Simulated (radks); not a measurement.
Values are calculated unless marked as measured or tabulated.
The fluorine anion F-, [Ne], held by a Watson sphere: a shell of charge +1 at radius R that stands for the Madelung well of a crystal (potential energy -1/R inside, -1/r outside, in hartree with lengths in bohr). Code: a radial shooting solver on a logarithmic mesh with Libxc functionals. Model: non-relativistic Kohn-Sham, LDA (Slater exchange, Perdew-Wang correlation), spin-polarised, spherical densities, point nucleus. Response by self-consistent Sternheimer equations with the Hartree and adiabatic LDA kernel. The sphere does not respond.

R (bohr)  e(1s) (eV)  e(2s) (eV)  e(2p) (eV)  <r> 2p (bohr)  sum of <r^2> (bohr^2)  X-ray form factor at sin(theta)/lambda = 0.1 1/angstrom  alpha (bohr^3)
2.15         -653.32     -26.735      -8.846          1.231                  15.30                                                    8.993           8.428
2.37         -652.93     -26.100      -8.256          1.246                  15.71                                                    8.973           9.409
2.42         -652.84     -25.965      -8.129          1.249                  15.80                                                    8.969           9.636
2.45         -652.79     -25.886      -8.054          1.250                  15.85                                                    8.966           9.772
3.31         -651.32     -24.030      -6.246          1.286                  17.01                                                    8.915           13.77
3.33         -651.29     -23.995      -6.211          1.287                  17.03                                                    8.914           13.87
3.43         -651.14     -23.823      -6.040          1.290                  17.13                                                    8.910           14.33
3.49         -651.05     -23.724      -5.941          1.291                  17.19                                                    8.908           14.60
3.88         -650.52     -23.133      -5.351          1.300                  17.53                                                    8.895           16.37
